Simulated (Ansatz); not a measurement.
Program: Ansatz. Geometries: PBE0-D4/def2-TZVP. ΔE: electronic, gas phase. CBS: MP2 limit from def2 TZ/QZ plus the TZ coupled-cluster correction, frozen cores. This one scheme is used for every species. Functionals use def2-TZVPP. B3LYP here is the variant with VWN-RPA as its local correlation; programs differ in this. HSE06 is defined as in plane-wave codes. One conformer a species, not always the lowest.

`C=C(F)BCl` + CH₃NH₂ → `C=C(F)NC` + `BCl`  (substitution at a C–B bond)

```json
{"level": "PBE-D4", "ΔE (kcal/mol)": "10.3", "difference from CCSD(T)/CBS": "-1.1"}
{"level": "B97M-V", "ΔE (kcal/mol)": "11.1", "difference from CCSD(T)/CBS": "-0.3"}
{"level": "PBE0-D4", "ΔE (kcal/mol)": "9.8", "difference from CCSD(T)/CBS": "-1.6"}
{"level": "B3LYP-D4", "ΔE (kcal/mol)": "10.3", "difference from CCSD(T)/CBS": "-1.1"}
{"level": "HSE06-D4", "ΔE (kcal/mol)": "9.8", "difference from CCSD(T)/CBS": "-1.6"}
{"level": "BHLYP-D4", "ΔE (kcal/mol)": "9.8", "difference from CCSD(T)/CBS": "-1.6"}
{"level": "ωB97M-V", "ΔE (kcal/mol)": "10.1", "difference from CCSD(T)/CBS": "-1.3"}
{"level": "B2PLYP", "ΔE (kcal/mol)": "10.4", "difference from CCSD(T)/CBS": "-1.0"}
{"level": "PBE-QIDH", "ΔE (kcal/mol)": "9.6", "difference from CCSD(T)/CBS": "-1.8"}
{"level": "BLYP", "ΔE (kcal/mol)": "11.1", "difference from CCSD(T)/CBS": "-0.3"}
{"level": "PBE0", "ΔE (kcal/mol)": "9.9", "difference from CCSD(T)/CBS": "-1.5"}
{"level": "HF/def2-SVP", "ΔE (kcal/mol)": "6.6", "difference from CCSD(T)/CBS": "-4.8"}
{"level": "CCSD(T)/def2-SVP", "ΔE (kcal/mol)": "7.8", "difference from CCSD(T)/CBS": "-3.6"}
{"level": "CCSD/def2-TZVPP", "ΔE (kcal/mol)": "10.6", "difference from CCSD(T)/CBS": "-0.8"}
{"level": "HF/def2-QZVPP", "ΔE (kcal/mol)": "9.1", "difference from CCSD(T)/CBS": "-2.3"}
{"level": "MP2/def2-QZVPP", "ΔE (kcal/mol)": "10.6", "difference from CCSD(T)/CBS": "-0.8"}
{"level": "CCSD(T)/CBS", "ΔE (kcal/mol)": "11.4", "difference from CCSD(T)/CBS": "0"}
```

(1) What do rigid-rotor, harmonic-oscillator terms from PBE0-D4/def2-TZVP frequencies (298.15 K, 1 bar) make of the CCSD(T)/CBS value? (Estimate.)

Largest T1 diagnostic among the species: 0.013.

## Answers

(1) Computed: ΔZPE = -1.3 kcal/mol, ΔH = +10.1 kcal/mol, ΔS = -8 J/(mol·K), ΔG = +10.7 kcal/mol.

Leaving LDA and LC-ωPBE aside and taking each functional with its dispersion term where it has one, the values, not all of them listed here, spread over 1.9 kcal/mol, from ωB97X-V to B97M-V. LDA lies −2.5 kcal/mol from PBE without D4. From BLYP to BHLYP (50 % exact exchange), in def2-TZVPP and without D4, ΔE moves by −1.3 kcal/mol. In def2-TZVPP, CCSD(T) changes the Hartree–Fock value by +1.8 kcal/mol (the triples alone add +0.2 kcal/mol) and MP2 by +1.2 kcal/mol.
